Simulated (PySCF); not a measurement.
**Calculated NMR data**

[PySCF 2.14.0 with density-fitted response routines: PBE0/pcSseg-1 with gauge-including orbitals; geometry: PBE0-D3(BJ)/def2-SVP; non-relativistic Hamiltonian; equivalent nuclei averaged; a single conformation; isolated molecule]

δ = σ(ref) − σ, references computed at the same level: TMS for ¹H and ¹³C. Where no couplings were computed, multiplicities follow the n + 1 count of equivalent neighbours, and m marks all less simple cases (inequivalent or close neighbours, rings, F or P nearby). Shifts are as computed. Against solution values, carbons near 30 ppm lie about +2 ppm off and those near 130 ppm about +5 ppm. Of 1211 compounds with measured shifts, 218 miss one by over three times the rms of a fit or turn the order of signals round; such compounds aren't used in these exercises.

**1.** SMILES C=C[C@@H]1C[C@@H]2CCC[C@H]1C2, C10H16. ¹H NMR (400 MHz, computed): δ 6.24 (m, 1H), 5.47 (m, 1H), 5.46 (m, 1H), 2.58 (m, 1H), 1.96 (m, 1H), 1.78 (m, 1H), 1.66 (m, 1H), 1.60 (m, 1H), 1.54 (m, 1H), 1.50 (m, 1H), 1.42 (m, 1H), 1.32 (m, 1H), 1.29 (m, 1H), 1.22 (m, 1H), 1.20 (m, 1H), 1.08 (m, 1H). ¹³C{¹H} NMR (computed): δ 147.8 (CH), 120.2 (CH2), 47.5 (CH), 42.1 (CH2), 41.5 (CH), 36.8 (CH), 35.2 (CH2), 30.6 (CH2), 30.3 (CH2), 20.5 (CH2).

**2.** `C(C)#C[SiH2]C#C[SiH2]OC`, C6H10OSi2. ¹H NMR (400 MHz, computed): δ 4.77 (s, 2H), 4.56 (s, 2H), 3.68 (s, 3H), 1.98 (s, 3H). ¹³C{¹H} NMR (computed): δ 116.1, 115.4, 114.7, 77.6, 53.0, 6.0.
